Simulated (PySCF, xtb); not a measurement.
C2H5Se, SMILES [CH2][Se]C, multiplicity 2.

Harmonic wavenumbers (cm⁻¹) from GFN2-xTB (xtb) at its own minimum, in rising order: 117, 226, 271, 528, 569, 727, 818, 862, 904, 1279, 1323, 1427, 1431, 3003, 3012, 3036, 3066, 3127.

Q: What does B3LYP-D3(BJ)/def2-SVP run with PySCF give at its own minimum? (Estimate from the structure and the level; the computed values follow.)

A: 128, 183, 240, 335, 596, 702, 830, 901, 950, 1292, 1355, 1437, 1451, 3050, 3147, 3162, 3168, 3287. Paired by order, the mean absolute difference is 60 cm⁻¹ and the zero-point energies are 36.8 and 37.5 kcal/mol.
